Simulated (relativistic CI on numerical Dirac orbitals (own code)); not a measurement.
## Electric-dipole transitions in Dy¹⁸⁺

Method of calculation: Dirac-Coulomb-Breit CI, KLI orbitals optimised for each configuration, QED by a radiative potential, unscaled Slater integrals (own radial code, finite nucleus).

CI space (outside the closed core [Ar] 3d10): 4s²4p⁶4d¹⁰4f², 4s²4p⁶4d¹⁰4f5s, 4s²4p⁶4d¹⁰5s², 4s²4p⁶4d¹⁰4f5p, 4s²4p⁶4d¹⁰5s5p, 4s²4p⁶4d⁹4f³, 4s²4p⁶4d¹⁰5p², 4s²4p⁶4d¹⁰5s5d, 4s²4p⁶4d¹⁰4f5d, 4s²4p⁶4d¹⁰5p5d, 4s²4p⁶4d¹⁰4f5f, 4s²4p⁵4d¹⁰4f³, 4s²4p⁶4d¹⁰5d², 4s²4p⁶4d⁹4f²5s, 4s²4p⁶4d¹⁰4f6s, 4s²4p⁶4d¹⁰4f6p, 4s²4p⁶4d¹⁰4f5g, 4s²4p⁶4d⁹4f²5p, 4s²4p⁶4d¹⁰4f6d, 4s4p⁶4d¹⁰4f³, 4s²4p⁶4d¹⁰4f7s, 4s²4p⁶4d¹⁰4f6g, 4s²4p⁵4d¹⁰4f²5s, 4s²4p⁶4d⁹4f²5f, 4s4p⁶4d¹⁰4f5s², 4s²4p⁶4d⁹4f²6p, 4s4p⁶4d¹⁰4f5p², 4s4p⁶4d¹⁰4f5s5d. Double excitations out of closed p, d and f shells are left out; levels of such configurations are missing from the list, as are those of other unlisted configurations, and high levels can miss mixing partners.

```tsv
λ vac (nm)	Lower	Upper	A (s⁻¹)	log gf	S velocity/length
9.1993	4s²4p⁶4d¹⁰4f5s ³F°4 [16]	4s²4p⁶4d¹⁰5s5d ³D3 [318]	1.10e+11	-0.01	0.85
9.6949	4s²4p⁶4d¹⁰4f² ³H6 [4]	4s²4p⁶4d¹⁰4f5d ³H°6 [48]	2.85e+10	-0.28	0.96
9.7717	4s²4p⁶4d¹⁰4f² ³H5 [2]	4s²4p⁶4d¹⁰4f5d ³H°5 [42]	3.04e+10	-0.32	0.95
9.7800	4s²4p⁶4d¹⁰4f² ³H5 [2]	4s²4p⁶4d¹⁰4f5d ³G°4 [41]	8.54e+10	0.04	0.94
9.7800	4s²4p⁶4d¹⁰4f² ³H6 [4]	4s²4p⁶4d¹⁰4f5d ³G°5 [46]	1.12e+11	0.25	0.94
9.7875	4s²4p⁶4d¹⁰4f² ³F4 [7]	4s²4p⁶4d¹⁰4f5d ³D°3 [50]	9.72e+10	-0.01	0.92
9.8119	4s²4p⁶4d¹⁰4f² ³F3 [5]	4s²4p⁶4d¹⁰4f5d ³D°2 [45]	7.73e+10	-0.25	0.92
9.8243	4s²4p⁶4d¹⁰4f² ³F4 [6]	4s²4p⁶4d¹⁰4f5d ³D°3 [44]	9.45e+10	-0.02	0.92
9.8488	4s²4p⁶4d¹⁰4f² ³H4 [1]	4s²4p⁶4d¹⁰4f5d ³G°3 [37]	1.26e+11	0.11	0.93
9.8560	4s²4p⁶4d¹⁰4f² ³H5 [2]	4s²4p⁶4d¹⁰4f5d ³G°4 [38]	4.36e+10	-0.24	0.93
9.8979	4s²4p⁶4d¹⁰4f² ³F4 [7]	4s²4p⁶4d¹⁰4f5d ³F°4 [47]	5.39e+10	-0.15	0.97
9.9207	4s²4p⁶4d¹⁰4f² ³F3 [5]	4s²4p⁶4d¹⁰4f5d ³F°3 [39]	6.18e+10	-0.19	0.95
9.9651	4s²4p⁶4d¹⁰4f² ¹I6 [10]	4s²4p⁶4d¹⁰4f5d ¹H°5 [53]	1.55e+11	0.41	0.90
9.9817	4s²4p⁶4d¹⁰4f² ³F2 [3]	4s²4p⁶4d¹⁰4f5d ³F°2 [35]	6.33e+10	-0.33	0.95
19.196	4s²4p⁶4d¹⁰5s5p ³P°1 [32]	4s²4p⁶4d¹⁰5s5d ³D2 [296]	8.70e+10	0.38	0.98
19.890	4s²4p⁶4d¹⁰4f5p ³F2 [19]	4s²4p⁶4d¹⁰4f5d ³D°1 [40]	6.18e+10	0.04	0.72
19.968	4s²4p⁶4d¹⁰4f5p ³D3 [20]	4s²4p⁶4d¹⁰4f5d ¹D°2 [43]	4.62e+10	0.14	0.72
20.283	4s²4p⁶4d¹⁰4f5p ³G4 [21]	4s²4p⁶4d¹⁰4f5d ³H°5 [42]	6.31e+10	0.63	0.77
20.329	4s²4p⁶4d¹⁰4f5p ³G3 [18]	4s²4p⁶4d¹⁰4f5d ³G°3 [37]	3.93e+10	0.23	0.69
20.332	4s²4p⁶4d¹⁰4f5p ³G3 [18]	4s²4p⁶4d¹⁰4f5d ¹G°4 [36]	6.44e+10	0.56	0.76
20.365	4s²4p⁶4d¹⁰4f5p ³D3 [20]	4s²4p⁶4d¹⁰4f5d ³F°3 [39]	4.15e+10	0.26	0.70
20.506	4s²4p⁶4d¹⁰4f5p ³D3 [20]	4s²4p⁶4d¹⁰4f5d ³G°4 [38]	3.02e+10	0.23	0.76
20.514	4s²4p⁶4d¹⁰4f5p ³F2 [19]	4s²4p⁶4d¹⁰4f5d ³G°3 [37]	3.63e+10	0.21	0.76
20.543	4s²4p⁶4d¹⁰4f5p ³F2 [19]	4s²4p⁶4d¹⁰4f5d ³F°2 [35]	5.52e+10	0.24	0.70
20.650	4s²4p⁶4d¹⁰4f5p ³G4 [21]	4s²4p⁶4d¹⁰4f5d ³G°4 [38]	3.79e+10	0.34	0.70
22.228	4s²4p⁶4d¹⁰5s5p ³P°2 [33]	4s²4p⁶4d¹⁰5s5d ³D3 [318]	8.19e+10	0.63	0.96
22.638	4s²4p⁶4d¹⁰5s5p ¹P°1 [34]	4s²4p⁶4d¹⁰5s5d ¹D2 [383]	1.26e+11	0.69	0.97
23.654	4s²4p⁶4d¹⁰4f5p ³F3 [23]	4s²4p⁶4d¹⁰4f5d ³D°3 [44]	2.18e+10	0.11	0.65
23.724	4s²4p⁶4d¹⁰4f5p ¹G4 [29]	4s²4p⁶4d¹⁰4f5d ¹H°5 [53]	5.52e+10	0.71	0.75
23.783	4s²4p⁶4d¹⁰4f5p ³D3 [26]	4s²4p⁶4d¹⁰4f5d ³D°3 [50]	3.55e+10	0.32	0.65
23.919	4s²4p⁶4d¹⁰4f5p ³G4 [24]	4s²4p⁶4d¹⁰4f5d ³F°4 [47]	1.75e+10	0.13	0.65
23.971	4s²4p⁶4d¹⁰4f5p ³G4 [24]	4s²4p⁶4d¹⁰4f5d ³G°5 [46]	4.87e+10	0.66	0.72
23.972	4s²4p⁶4d¹⁰4f5p ³F3 [23]	4s²4p⁶4d¹⁰4f5d ³G°4 [41]	4.69e+10	0.56	0.71
24.191	4s²4p⁶4d¹⁰4f5p ³G5 [28]	4s²4p⁶4d¹⁰4f5d ³H°6 [48]	5.99e+10	0.83	0.74
24.446	4s²4p⁶4d¹⁰4f5p ³D3 [26]	4s²4p⁶4d¹⁰4f5d ³F°4 [47]	2.55e+10	0.31	0.72
26.663	4s²4p⁶4d¹⁰5s² ¹S0 [22]	4s²4p⁶4d¹⁰5s5p ¹P°1 [34]	5.57e+10	0.25	0.98
27.038	4s²4p⁶4d¹⁰5s5p ³P°2 [33]	4s²4p⁶4d¹⁰5p² ³P2 [153]	3.09e+10	0.23	0.99
27.448	4s²4p⁶4d¹⁰4f5s ¹F°3 [17]	4s²4p⁶4d¹⁰4f5p ¹D2 [30]	2.32e+10	0.12	0.83
27.971	4s²4p⁶4d¹⁰4f5s ³F°4 [16]	4s²4p⁶4d¹⁰4f5p ³G5 [28]	2.39e+10	0.49	1.09
28.019	4s²4p⁶4d¹⁰4f5s ³F°2 [14]	4s²4p⁶4d¹⁰4f5p ³D2 [25]	1.58e+10	-0.03	0.93
28.261	4s²4p⁶4d¹⁰4f5s ³F°3 [15]	4s²4p⁶4d¹⁰4f5p ³G4 [24]	1.59e+10	0.23	1.07
28.363	4s²4p⁶4d¹⁰4f5s ¹F°3 [17]	4s²4p⁶4d¹⁰4f5p ¹G4 [29]	1.17e+10	0.10	1.11
28.753	4s²4p⁶4d¹⁰4f5s ¹F°3 [17]	4s²4p⁶4d¹⁰4f5p ³D3 [26]	1.17e+10	0.01	0.95
28.796	4s²4p⁶4d¹⁰4f5s ³F°2 [14]	4s²4p⁶4d¹⁰4f5p ³F3 [23]	1.10e+10	-0.02	1.06
38.338	4s²4p⁶4d¹⁰4f5s ³F°4 [16]	4s²4p⁶4d¹⁰4f5p ³G4 [21]	4.80e+09	-0.02	0.95
```

Terms are leading LS components. Brackets give the number of a level in order of energy, since labels repeat. The list gives strong lines, with weight on those to low levels, among the lowest 400 of 3952 levels, so that lines to higher ones, which can be the strongest, are missing. Levels whose partners in the same complex of configurations lie outside the list can be far off, and so can their lines. Rates are taken at the computed energies, electric ones in the length gauge. A velocity-to-length ratio far from 1 marks an uncertain rate.

At this charge transitions that keep the count of f electrons are usually good to a few per cent. Terms inside the open d or f shell come out 10 to 20 % too wide with unscaled integrals. Levels that differ in their count of f electrons can be misplaced by several ten thousand cm⁻¹, since the correlation energy of f electrons is missing or only estimated; rates across such gaps can be off by orders of magnitude.

LS names give the leading component of a level, which can be under half, so a name can repeat, a term be missing and a line seem to break the LS rules.
